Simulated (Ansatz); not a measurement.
Ideal-gas functions of Cl2HNbOS (`[OH][Nb](=[S])([Cl])[Cl]`) at 500 K and 1 bar, from an Ansatz frequency run at PBE0-D4/def2-TZVP.

Molar mass 212.89 g/mol, point group Cs (symmetry number 1), electronic degeneracy 1, moments of inertia 314.338, 358.455, 458.176 u Å². Harmonic wavenumbers (cm⁻¹, unscaled): 110, 143, 145, 163, 201, 397, 408, 456, 538, 594, 758, 3896.

Use S(trans) = R[1.5 ln M + 2.5 ln T − 1.1517]; rotational temperatures θ = 24.2544 K / I; S(rot) = R[ln(√π/σ · √(T³/θAθBθC)) + 1.5]; for each mode x = 1.438777 ν̃/T, S = R[x/(eˣ − 1) − ln(1 − e⁻ˣ)] and H = RT x/(eˣ − 1); 1 cm⁻¹ = 0.0119627 kJ/mol; R = 8.31446 J/(mol·K).

Question: By hand: the entropy, in J/(mol·K).

Answer: Translation 186.5. Rotation: θ = 0.0772, 0.0677, 0.0529 K, giving 128.8. Vibration, mode by mode: 17.91, 15.76, 15.64, 14.68, 12.98, 7.65, 7.44, 6.63, 5.46, 4.80, 3.30, 0.00, in all 112.3. Electronic 0.0. Sum 427.6 J/(mol·K).

Question: By hand: H − E and G − E in kJ/mol, counted from the electronic energy.

Answer: Zero-point energy ½ × 7809 × 0.0119627 = 46.7; thermal vibration 27.5; translation, rotation and pV give 4 RT = 16.6. H − E = 90.8 kJ/mol, and G − E = 90.8 − 500 × 427.6/1000 = -123.0 kJ/mol.

Vibration gives 26 % of the entropy, 49.3 J/(mol·K) of it from the modes under 150 cm⁻¹: soft modes count most, and the harmonic formula is weakest for them. The sum counts one conformer and one mirror image; others add a mixing term.
